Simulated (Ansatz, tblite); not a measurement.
Forces on Na₅⁺ at its r2SCAN/def2-SVP geometry. Charge 1, multiplicity 1.

The xTB rows come from tblite. The restricted singlet is unstable towards broken spin symmetry in Hartree–Fock (as tested in another run); at PBE/def2-TZVP this wasn't settled. The structure comes from a short search, and lower isomers may exist.

GFN1-xTB (tblite), largest force 0.30 eV/Å:

```xyz
5
positions Å, forces eV/Å
Na    3.537    0.172   -0.628   -0.233    0.051   -0.178
Na    1.621    0.902   -3.266    0.099   -0.074    0.258
Na   -0.083    0.004   -0.106    0.022   -0.001    0.028
Na   -3.556   -0.951    0.742    0.222    0.083    0.161
Na   -1.520   -0.127    3.259   -0.111   -0.058   -0.270
```

GFN2-xTB (tblite), largest force 0.33 eV/Å:

```
Na -0.206 0.062 -0.248
Na 0.165 -0.070 0.266
Na 0.013 0.000 0.016
Na 0.213 0.079 0.227
Na -0.185 -0.071 -0.262
```

PBE/def2-TZVP (Ansatz), largest force 0.09 eV/Å:

```
Na -0.069 0.011 -0.048
Na 0.019 -0.021 0.081
Na 0.005 -0.001 0.007
Na 0.073 0.023 0.039
Na -0.028 -0.013 -0.079
```
